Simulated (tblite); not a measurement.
A geometry optimisation, step by step.

C4H4N2O4S.
Bonds: C1–S2, S2–O3 (double), S2–O4 (double), S2–C5, C5–N6 (aromatic), N6–C7 (aromatic), C7–C8, C8–O9 (double), C7–N10 (aromatic), N10–O11 (aromatic), C5–O11 (aromatic). Hydrogens: H12, H13, H14 on C1; H15 on C8.

Computed with GFN2-xTB (tblite), gas phase: L-BFGS steps from a force-field or distance-geometry start until the largest atomic force falls under 0.01 eV/Å. 12 of its 190 geometries are shown.

Step 0: E = -974.1052 eV, largest atomic force 7.360 eV/Å
```
atom  x, y, z in Å  |  force x, y, z in eV/Å
C1     -2.679   -0.023    0.338   -0.902   1.055   0.452
S2     -1.582   -0.670   -0.923   -3.625  -5.631  -3.054
O3     -2.210   -0.365   -2.236    1.714   0.922   2.171
O4     -1.561   -2.184   -0.820    0.731   3.709   0.727
C5      0.018   -0.028   -0.735    4.168  -0.154   1.686
N6      1.071   -0.481   -0.028   -1.772  -1.908   0.780
C7      2.128    0.345   -0.187   -2.356   0.687  -1.359
C8      3.474    0.266    0.392    1.027  -3.701   2.833
O9      3.824   -0.682    1.166   -1.314   3.682  -2.957
N10     1.688    1.308   -1.007    1.433   1.076  -0.281
O11     0.432    1.068   -1.333   -0.121   1.067  -0.666
H12    -2.680   -0.605    1.265    0.131  -0.068  -0.521
H13    -3.714   -0.023   -0.130    1.359  -0.041   0.560
H14    -2.388    1.015    0.596   -0.205  -0.588  -0.343
H15     4.173    1.068    0.117   -0.269  -0.107  -0.026
```

Step 17: E = -975.4106 eV, largest atomic force 0.089 eV/Å
```
atom  x, y, z in Å  |  force x, y, z in eV/Å
C1     -2.651   -0.011    0.330   -0.009   0.003   0.014
S2     -1.611   -0.737   -0.958   -0.077  -0.014   0.043
O3     -2.008   -0.240   -2.237    0.000  -0.027   0.034
O4     -1.497   -2.144   -0.750   -0.032   0.033  -0.066
C5      0.036   -0.030   -0.661   -0.006  -0.026  -0.014
N6      0.999   -0.528    0.042    0.002   0.012   0.012
C7      2.035    0.327   -0.203    0.004   0.034   0.039
C8      3.387    0.223    0.380    0.028  -0.020   0.047
O9      3.750   -0.640    1.122   -0.019   0.012  -0.017
N10     1.694    1.297   -1.017    0.005   0.013   0.032
O11     0.404    1.076   -1.319    0.014  -0.024  -0.013
H12    -2.583   -0.629    1.217    0.042   0.000  -0.050
H13    -3.660   -0.017   -0.067    0.027   0.019   0.059
H14    -2.333    1.004    0.535    0.002  -0.033  -0.081
H15     4.034    1.057    0.058    0.018   0.016  -0.038
```

Step 34: E = -975.4259 eV, largest atomic force 0.073 eV/Å
```
atom  x, y, z in Å  |  force x, y, z in eV/Å
C1     -2.601   -0.008    0.334    0.006  -0.013  -0.039
S2     -1.629   -0.746   -0.997   -0.030   0.004   0.007
O3     -2.022   -0.195   -2.256   -0.024   0.017   0.031
O4     -1.569   -2.163   -0.848    0.014   0.022   0.015
C5      0.032   -0.075   -0.679   -0.001  -0.021   0.002
N6      0.975   -0.541    0.070    0.029   0.020  -0.019
C7      2.000    0.338   -0.142    0.031   0.005  -0.051
C8      3.365    0.241    0.408    0.017  -0.040   0.026
O9      3.743   -0.604    1.162    0.021   0.004   0.048
N10     1.666    1.295   -0.974   -0.009   0.000  -0.051
O11     0.397    1.037   -1.327   -0.038   0.005   0.026
H12    -2.441   -0.575    1.242    0.043   0.013  -0.058
H13    -3.639   -0.064    0.022    0.002   0.015   0.047
H14    -2.297    1.026    0.445   -0.036  -0.029  -0.014
H15     4.017    1.042    0.013   -0.025  -0.002   0.029
```

Step 52: E = -975.4420 eV, largest atomic force 0.053 eV/Å
```
atom  x, y, z in Å  |  force x, y, z in eV/Å
C1     -2.534   -0.003    0.352    0.016   0.003   0.000
S2     -1.659   -0.728   -1.050   -0.037   0.016   0.017
O3     -2.070   -0.104   -2.268   -0.013  -0.004   0.038
O4     -1.662   -2.151   -0.960    0.038   0.021   0.009
C5      0.034   -0.125   -0.745   -0.007  -0.029  -0.034
N6      0.978   -0.608   -0.006   -0.022   0.030   0.030
C7      1.995    0.289   -0.177   -0.019   0.022   0.014
C8      3.326    0.245    0.462   -0.014   0.040  -0.031
O9      3.661   -0.520    1.315   -0.004  -0.041   0.011
N10     1.659    1.268   -0.983    0.007  -0.015  -0.029
O11     0.395    1.010   -1.354    0.008   0.003   0.011
H12    -2.161   -0.462    1.259    0.026  -0.007  -0.027
H13    -3.592   -0.206    0.232    0.016  -0.023  -0.026
H14    -2.357    1.065    0.338   -0.005   0.008   0.000
H15     3.982    1.037    0.058    0.011  -0.023   0.019
```

Step 69: E = -975.4610 eV, largest atomic force 0.128 eV/Å
```
atom  x, y, z in Å  |  force x, y, z in eV/Å
C1     -2.467   -0.034    0.401   -0.011  -0.018   0.053
S2     -1.672   -0.678   -1.077    0.036  -0.002  -0.005
O3     -2.210   -0.060   -2.247    0.000   0.021   0.004
O4     -1.575   -2.099   -1.019    0.009   0.014  -0.036
C5      0.013   -0.024   -0.846    0.037   0.030   0.026
N6      0.861   -0.455    0.029   -0.002   0.019  -0.034
C7      1.958    0.330   -0.187   -0.028  -0.001  -0.029
C8      3.237    0.214    0.540    0.013  -0.027   0.027
O9      3.462   -0.594    1.391    0.018   0.060  -0.009
N10     1.759    1.205   -1.145   -0.040  -0.042   0.038
O11     0.502    0.987   -1.572   -0.006  -0.085  -0.027
H12    -1.878   -0.348    1.257   -0.097  -0.007  -0.083
H13    -3.473   -0.445    0.443    0.112   0.052   0.034
H14    -2.495    1.045    0.307   -0.047  -0.008   0.035
H15     3.973    0.963    0.197    0.007  -0.006   0.006
```

Step 86: E = -975.4932 eV, largest atomic force 0.206 eV/Å
```
atom  x, y, z in Å  |  force x, y, z in eV/Å
C1     -2.378   -0.090    0.475    0.025   0.003  -0.005
S2     -1.721   -0.551   -1.142   -0.044  -0.039  -0.059
O3     -2.322    0.233   -2.176    0.068  -0.049   0.076
O4     -1.660   -1.972   -1.289   -0.051   0.143   0.010
C5      0.011   -0.011   -0.956   -0.051   0.070   0.012
N6      0.733   -0.304    0.077    0.001   0.027  -0.005
C7      1.928    0.295   -0.202    0.032  -0.001   0.030
C8      3.132    0.255    0.649    0.024  -0.043   0.167
O9      3.251   -0.403    1.642   -0.017   0.127  -0.161
N10     1.905    0.932   -1.347    0.002  -0.070  -0.048
O11     0.673    0.731   -1.845   -0.069  -0.009  -0.008
H12    -1.559   -0.192    1.175   -0.027  -0.071   0.069
H13    -3.186   -0.768    0.728    0.049   0.018  -0.043
H14    -2.732    0.933    0.430    0.023  -0.061  -0.058
H15     3.921    0.918    0.253    0.036  -0.046   0.024
```

Step 103: E = -975.5476 eV, largest atomic force 0.133 eV/Å
```
atom  x, y, z in Å  |  force x, y, z in eV/Å
C1     -2.366   -0.217    0.534    0.006  -0.009  -0.022
S2     -1.758   -0.375   -1.153   -0.005  -0.018  -0.095
O3     -2.304    0.641   -1.998    0.009  -0.036   0.089
O4     -1.808   -1.736   -1.589    0.012   0.028   0.029
C5      0.010    0.005   -0.950    0.055  -0.004  -0.043
N6      0.664   -0.002    0.167    0.033   0.005   0.011
C7      1.944    0.293   -0.224   -0.009   0.003   0.007
C8      3.110    0.385    0.677    0.003  -0.041   0.126
O9      3.127   -0.001    1.810   -0.035   0.055  -0.069
N10     2.034    0.469   -1.518   -0.051  -0.045   0.025
O11     0.791    0.274   -1.995   -0.006   0.049  -0.006
H12    -1.522   -0.345    1.201   -0.020  -0.009  -0.027
H13    -3.104   -0.993    0.694    0.007   0.012  -0.003
H14    -2.806    0.766    0.632    0.002   0.020   0.033
H15     3.983    0.844    0.185   -0.001  -0.011  -0.056
```

Step 120: E = -975.5567 eV, largest atomic force 0.062 eV/Å
```
atom  x, y, z in Å  |  force x, y, z in eV/Å
C1     -2.364   -0.282    0.544    0.009  -0.016  -0.005
S2     -1.770   -0.293   -1.156    0.016  -0.034   0.012
O3     -2.245    0.847   -1.875   -0.017   0.002   0.003
O4     -1.923   -1.593   -1.730   -0.007  -0.005  -0.012
C5      0.021   -0.045   -0.947   -0.001   0.018   0.003
N6      0.653    0.073    0.176    0.003   0.008   0.026
C7      1.949    0.267   -0.220    0.004   0.001   0.000
C8      3.106    0.472    0.672    0.011  -0.013  -0.002
O9      3.076    0.402    1.865   -0.022   0.008   0.022
N10     2.070    0.259   -1.524   -0.003   0.003  -0.026
O11     0.829    0.056   -2.000   -0.011   0.016  -0.009
H12    -1.530   -0.531    1.189   -0.030   0.005  -0.026
H13    -3.147   -1.026    0.613    0.009  -0.031   0.018
H14    -2.753    0.702    0.765    0.038   0.049  -0.005
H15     4.022    0.701    0.100   -0.002  -0.012   0.001
```

Step 137: E = -975.5638 eV, largest atomic force 0.071 eV/Å
```
atom  x, y, z in Å  |  force x, y, z in eV/Å
C1     -2.333   -0.260    0.543    0.003   0.008  -0.014
S2     -1.766   -0.341   -1.160   -0.001  -0.005  -0.018
O3     -2.335    0.710   -1.943   -0.011  -0.006   0.003
O4     -1.820   -1.683   -1.650   -0.002   0.001  -0.006
C5      0.006    0.028   -0.973    0.001  -0.005   0.011
N6      0.640    0.067    0.154   -0.005  -0.010   0.005
C7      1.933    0.294   -0.228    0.004   0.003  -0.003
C8      3.082    0.417    0.689    0.019   0.004   0.045
O9      3.011    0.359    1.881    0.013   0.006  -0.070
N10     2.052    0.384   -1.530    0.013  -0.003  -0.002
O11     0.810    0.212   -2.017    0.006   0.006   0.001
H12    -1.503   -0.534    1.181    0.005  -0.008  -0.001
H13    -3.149   -0.964    0.649   -0.024  -0.004   0.009
H14    -2.662    0.751    0.737    0.000   0.014   0.016
H15     4.029    0.568    0.140   -0.021   0.001   0.024
```

Step 155: E = -975.5665 eV, largest atomic force 0.061 eV/Å
```
atom  x, y, z in Å  |  force x, y, z in eV/Å
C1     -2.354   -0.250    0.537    0.000  -0.019  -0.012
S2     -1.759   -0.370   -1.155    0.017   0.021   0.014
O3     -2.321    0.660   -1.971   -0.015  -0.003   0.007
O4     -1.798   -1.723   -1.616   -0.013   0.003   0.016
C5      0.006    0.015   -0.950    0.005   0.010  -0.014
N6      0.654    0.039    0.170    0.003   0.014  -0.016
C7      1.939    0.296   -0.224    0.015  -0.026   0.009
C8      3.100    0.427    0.678    0.009   0.016   0.027
O9      3.048    0.383    1.872   -0.008  -0.008  -0.060
N10     2.040    0.412   -1.525    0.002   0.030   0.017
O11     0.794    0.236   -2.001    0.022  -0.031   0.015
H12    -1.597   -0.672    1.185    0.009  -0.019  -0.014
H13    -3.275   -0.819    0.596    0.004   0.036   0.019
H14    -2.521    0.795    0.762   -0.015  -0.020  -0.019
H15     4.040    0.579    0.116   -0.035  -0.004   0.010
```

Step 172: E = -975.5708 eV, largest atomic force 0.028 eV/Å
```
atom  x, y, z in Å  |  force x, y, z in eV/Å
C1     -2.313   -0.274    0.546   -0.008   0.011   0.011
S2     -1.770   -0.360   -1.163    0.003   0.003   0.001
O3     -2.323    0.711   -1.929    0.002   0.002  -0.002
O4     -1.864   -1.696   -1.662   -0.002  -0.002   0.002
C5      0.008   -0.020   -0.979    0.001   0.002   0.002
N6      0.630    0.085    0.151    0.001  -0.003   0.004
C7      1.926    0.301   -0.229    0.000   0.002   0.001
C8      3.066    0.488    0.689   -0.003  -0.004   0.000
O9      2.993    0.471    1.882   -0.007   0.003  -0.003
N10     2.058    0.321   -1.532    0.003  -0.002  -0.001
O11     0.824    0.114   -2.024    0.002   0.003   0.002
H12    -1.669   -0.917    1.131   -0.014   0.006  -0.006
H13    -3.341   -0.617    0.581    0.017   0.003   0.004
H14    -2.239    0.756    0.870    0.002  -0.026  -0.009
H15     4.010    0.645    0.140    0.004   0.002  -0.005
```

Step 189: E = -975.5714 eV, largest atomic force 0.008 eV/Å
```
atom  x, y, z in Å  |  force x, y, z in eV/Å
C1     -2.308   -0.298    0.550   -0.002  -0.002   0.003
S2     -1.774   -0.344   -1.163    0.003  -0.001   0.003
O3     -2.301    0.765   -1.891   -0.001  -0.001  -0.002
O4     -1.906   -1.660   -1.704   -0.002   0.002   0.000
C5      0.011   -0.043   -0.978    0.005   0.001   0.003
N6      0.625    0.115    0.150    0.001   0.000  -0.008
C7      1.926    0.301   -0.231    0.000   0.001   0.004
C8      3.060    0.530    0.685   -0.003  -0.001  -0.003
O9      2.975    0.586    1.876    0.000   0.000   0.001
N10     2.068    0.253   -1.533    0.000  -0.002   0.001
O11     0.835    0.031   -2.022   -0.002   0.001   0.002
H12    -1.765   -1.063    1.089   -0.002   0.007  -0.003
H13    -3.373   -0.495    0.568    0.005   0.003   0.001
H14    -2.090    0.687    0.941   -0.002  -0.008  -0.001
H15     4.011    0.646    0.136    0.000   0.001   0.000
```

Question: Summarise the path.

Answer: The energy falls by 33.81 kcal/mol from step 0 to step 189; nine tenths of that is first reached at step 33. It rises by more than 0.2 meV at steps 81, 89 and 99. The largest force goes from 7.360 to 0.008 eV/Å. Among the bonds S2=O4 changes most, from 1.518 to 1.429 Å; the atoms move by 0.914 Å rms after alignment.

Question: Follow the three bonds and two angles with the largest change from start to end.

Answer: 
| step | E above end (kcal/mol) | largest force (eV/Å) | S2=O4 (Å) | S2–C5 (Å) | C8=O9 (Å) | O3–S2–O4 (°) | C1–S2–C5 (°) |
| --- | --- | --- | --- | --- | --- | --- | --- |
| 0 | 33.81 | 7.360 | 1.518 | 1.735 | 1.272 | 105.7 | 110.8 |
| 8 | 4.52 | 0.448 | 1.428 | 1.850 | 1.197 | 121.0 | 106.3 |
| 16 | 3.74 | 0.095 | 1.426 | 1.818 | 1.195 | 119.7 | 104.7 |
| 25 | 3.51 | 0.074 | 1.426 | 1.823 | 1.195 | 119.3 | 102.9 |
| 33 | 3.38 | 0.074 | 1.426 | 1.820 | 1.195 | 119.2 | 102.1 |
| 41 | 3.15 | 0.101 | 1.425 | 1.821 | 1.195 | 119.6 | 100.7 |
| 49 | 3.02 | 0.066 | 1.426 | 1.823 | 1.195 | 119.5 | 101.1 |
| 58 | 2.88 | 0.232 | 1.426 | 1.820 | 1.196 | 119.7 | 100.3 |
| 66 | 2.66 | 0.094 | 1.425 | 1.820 | 1.195 | 119.2 | 100.4 |
| 74 | 2.47 | 0.092 | 1.427 | 1.818 | 1.195 | 119.3 | 100.0 |
| 82 | 2.19 | 0.157 | 1.427 | 1.820 | 1.195 | 119.1 | 100.1 |
| 90 | 1.50 | 0.189 | 1.425 | 1.824 | 1.194 | 119.1 | 100.4 |
| 99 | 1.05 | 0.647 | 1.423 | 1.818 | 1.188 | 119.5 | 102.4 |
| 107 | 0.49 | 0.105 | 1.430 | 1.821 | 1.196 | 119.4 | 102.2 |
| 115 | 0.38 | 0.039 | 1.429 | 1.821 | 1.195 | 119.1 | 102.3 |
| 123 | 0.29 | 0.079 | 1.428 | 1.820 | 1.195 | 119.0 | 102.3 |
| 131 | 0.21 | 0.056 | 1.429 | 1.821 | 1.195 | 119.1 | 101.5 |
| 140 | 0.17 | 0.029 | 1.430 | 1.821 | 1.196 | 119.0 | 101.4 |
| 148 | 0.14 | 0.016 | 1.430 | 1.820 | 1.195 | 119.2 | 101.8 |
| 156 | 0.10 | 0.046 | 1.429 | 1.818 | 1.195 | 119.2 | 101.6 |
| 164 | 0.08 | 0.055 | 1.430 | 1.821 | 1.196 | 119.2 | 101.6 |
| 173 | 0.01 | 0.016 | 1.429 | 1.820 | 1.195 | 119.2 | 101.0 |
| 181 | 0.01 | 0.019 | 1.429 | 1.820 | 1.195 | 119.2 | 101.0 |
| 189 | 0.00 | 0.008 | 1.429 | 1.820 | 1.195 | 119.2 | 101.0 |

The cost below is that of the whole relaxation. On an Arm Neoverse V1 with one thread, shared host with 32 logical CPUs at a one-minute load of 22, this took 1.5 s of wall time.
